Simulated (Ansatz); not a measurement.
Reaction (ligand exchange at a Zn–N bond): `C[N](C)[Zn][Cl]` + CH₃OH → `C[O][Zn][Cl]` + `CNC`

Computed with Ansatz on PBE0-D4/def2-TZVP structures; ΔE is electronic, products minus reactants. CCSD(T)/CBS adds triple-zeta CCSD(T) − MP2 to the extrapolated MP2 energy (def2 sets, frozen cores). This one scheme is used for every species. DFT in def2-TZVPP. HSE06 is defined as in plane-wave codes. For Zn outer-core shells are correlated without core-valence functions, which leaves a few kJ/mol of doubt a bond. Scalar relativity is left out up to krypton. Each species was taken in one conformer, which may not be the lowest.

```
             level  ΔE (kcal/mol)  difference from CCSD(T)/CBS
       LDA (SPW92)           -3.1                          2.3
        r2SCAN0-D4           -5.2                          0.2
          HSE06-D4           -4.6                          0.8
              BLYP           -6.6                         -1.2
           r2SCANh           -5.5                         -0.1
RPA@PBE/def2-TZVPP           -4.9                          0.5
  CCSD(T)/def2-SVP           -6.4                         -1.0
     HF/def2-TZVPP           -8.5                         -3.1
    MP2/def2-TZVPP           -4.0                          1.4
CCSD(T)/def2-TZVPP           -4.8                          0.6
       CCSD(T)/CBS           -5.4                            0
```

Largest T1 diagnostic among the species: 0.015.

In def2-TZVPP, CCSD(T) changes the Hartree–Fock value by +3.8 kcal/mol (the triples alone add +0.5 kcal/mol) and MP2 by +4.6 kcal/mol. Leaving LDA and LC-ωPBE aside and taking each functional with its dispersion term where it has one, the values, not all of them listed here, spread over 2.0 kcal/mol, from B97M-V to revPBE-D4. LDA lies +2.1 kcal/mol from PBE without D4.
